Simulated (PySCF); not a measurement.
# Correlation energy of Ce³⁺ (cerium, charge +3)

Starting occupation: [Xe] 4f1, 4f7/2 with m_j = +7/2. Calculation: PySCF 2.14, in x2c-TZVPall-2c with one added diffuse shell each of s, p, d, f type (12s12p11d5f1g, 147 functions); X2C-1e with screened-nucleus spin-orbit coupling, Gaussian nucleus. Frozen: [Ar] 3d10; 27 electrons correlated; the 18 highest virtual spinors left out.

MP2 pair energies summed by pair of shells (mhartree):

| pair | energy | share (%) |
| --- | --- | --- |
| 4d3/2-4d5/2 | -151.30 | 17.2 |
| 4d5/2-4d5/2 | -100.20 | 11.4 |
| 4d5/2-5p3/2 | -58.29 | 6.6 |
| 5p3/2-5p3/2 | -55.59 | 6.3 |
| 5p1/2-5p3/2 | -52.18 | 5.9 |
| 4d3/2-4d3/2 | -52.09 | 5.9 |
| 4d3/2-5p3/2 | -40.84 | 4.6 |
| 4d5/2-4p3/2 | -31.46 | 3.6 |
| 4d5/2-5p1/2 | -30.45 | 3.5 |
| 5p3/2-5s1/2 | -23.06 | 2.6 |
| 4d3/2-5p1/2 | -22.60 | 2.6 |
| 4d3/2-4p3/2 | -22.23 | 2.5 |
| 4d5/2-5s1/2 | -18.73 | 2.1 |
| 4d5/2-4p1/2 | -16.44 | 1.9 |
| 4p3/2-4p3/2 | -14.25 | 1.6 |
| 4d5/2-4s1/2 | -14.20 | 1.6 |
| 5p1/2-5p1/2 | -14.14 | 1.6 |
| 4p1/2-4p3/2 | -13.87 | 1.6 |
| 4d3/2-5s1/2 | -13.01 | 1.5 |
| 5p1/2-5s1/2 | -11.73 | 1.3 |
| 4d5/2-4f7/2 | -11.47 | 1.3 |
| 4d3/2-4p1/2 | -10.84 | 1.2 |
| 4f7/2-5p3/2 | -10.00 | 1.1 |
| 4d3/2-4s1/2 | -9.61 | 1.1 |
| 4p3/2-5p3/2 | -7.79 | 0.9 |
| 4p3/2-4s1/2 | -7.32 | 0.8 |
| 4d3/2-4f7/2 | -6.94 | 0.8 |
| 5s1/2-5s1/2 | -6.45 | 0.7 |
| 4p3/2-5s1/2 | -6.24 | 0.7 |
| 4f7/2-5p1/2 | -5.00 | 0.6 |

Total MP2 correlation energy: -878.67 mhartree.

This basis was not built for core-valence correlation, so the inner-shell part is incomplete.
